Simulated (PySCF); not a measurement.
**Molecular orbitals of SnH**

r²SCAN at R = 1.781 Å; PySCF, spin-free X2C with a Gaussian nucleus, basis sets Sn x2c-TZVPPall, H x2c-TZVPPall. State: ²Π (doublet), unpaired electrons π ↑. Only the outer orbitals are listed, counted within each symmetry.

```json
{"spin": "α", "orbital": "2δ", "occ.": "1", "ε (eV)": "-26.68", "on Sn (%)": "100", "main shells (%)": "100 Sn d"}
{"spin": "α", "orbital": "2δ", "occ.": "1", "ε (eV)": "-26.61", "on Sn (%)": "100", "main shells (%)": "100 Sn d"}
{"spin": "α", "orbital": "5π", "occ.": "1", "ε (eV)": "-26.51", "on Sn (%)": "100", "main shells (%)": "100 Sn d"}
{"spin": "α", "orbital": "9σ", "occ.": "1", "ε (eV)": "-26.31", "on Sn (%)": "100", "main shells (%)": "100 Sn d"}
{"spin": "α", "orbital": "5π", "occ.": "1", "ε (eV)": "-26.26", "on Sn (%)": "100", "main shells (%)": "100 Sn d"}
{"spin": "α", "orbital": "10σ", "occ.": "1", "ε (eV)": "-11.81", "on Sn (%)": "84", "main shells (%)": "82 Sn s, 15 H s"}
{"spin": "α", "orbital": "11σ", "occ.": "1", "ε (eV)": "-6.53", "on Sn (%)": "60", "main shells (%)": "45 Sn p, 40 H s, 14 Sn s"}
{"spin": "α", "orbital": "6π", "occ.": "1", "ε (eV)": "-4.35", "on Sn (%)": "100", "main shells (%)": "100 Sn p"}
{"spin": "α", "orbital": "6π", "occ.": "0", "ε (eV)": "-3.77", "on Sn (%)": "99", "main shells (%)": "99 Sn p"}
{"spin": "α", "orbital": "12σ", "occ.": "0", "ε (eV)": "0.39", "on Sn (%)": "65", "main shells (%)": "57 Sn p, 35 H s"}
{"spin": "α", "orbital": "13σ", "occ.": "0", "ε (eV)": "4.07", "on Sn (%)": "78", "main shells (%)": "41 Sn s, 40 Sn d, 21 H s"}
{"spin": "β", "orbital": "2δ", "occ.": "1", "ε (eV)": "-26.63", "on Sn (%)": "100", "main shells (%)": "100 Sn d"}
{"spin": "β", "orbital": "2δ", "occ.": "1", "ε (eV)": "-26.50", "on Sn (%)": "100", "main shells (%)": "100 Sn d"}
{"spin": "β", "orbital": "5π", "occ.": "1", "ε (eV)": "-26.50", "on Sn (%)": "100", "main shells (%)": "100 Sn d"}
{"spin": "β", "orbital": "9σ", "occ.": "1", "ε (eV)": "-26.20", "on Sn (%)": "100", "main shells (%)": "100 Sn d"}
{"spin": "β", "orbital": "5π", "occ.": "1", "ε (eV)": "-26.14", "on Sn (%)": "100", "main shells (%)": "100 Sn d"}
{"spin": "β", "orbital": "10σ", "occ.": "1", "ε (eV)": "-11.14", "on Sn (%)": "79", "main shells (%)": "76 Sn s, 21 H s"}
{"spin": "β", "orbital": "11σ", "occ.": "1", "ε (eV)": "-6.37", "on Sn (%)": "61", "main shells (%)": "42 Sn p, 39 H s, 18 Sn s"}
{"spin": "β", "orbital": "6π", "occ.": "0", "ε (eV)": "-3.37", "on Sn (%)": "99", "main shells (%)": "99 Sn p"}
{"spin": "β", "orbital": "6π", "occ.": "0", "ε (eV)": "-2.34", "on Sn (%)": "99", "main shells (%)": "99 Sn p"}
{"spin": "β", "orbital": "12σ", "occ.": "0", "ε (eV)": "0.79", "on Sn (%)": "67", "main shells (%)": "57 Sn p, 32 H s"}
```

**Question.** Which are the highest filled and the lowest empty level, where do they sit, and how wide is the gap?

**Answer.** Highest filled α 6π at -4.35 eV (in %: 100 Sn p); lowest empty α 6π at -3.77 eV (in %: 99 Sn p); the gap at r²SCAN is 0.58 eV. Both belong to one degenerate shell, split only by its one-sided filling, so this is no excitation gap.

```json
{"bond order (Mayer)": "0.97", "⟨S²⟩": "0.756", "charge on Sn (Mulliken, basis-dependent)": "0.18", "charge on Sn (Löwdin, basis-dependent)": "0.24", "dipole moment (positive dipole means Sn(−)H(+))": "-0.53 D"}
```

Spin–orbit coupling is left out. The state was picked by a PBE0 search and need not be the measured ground state.
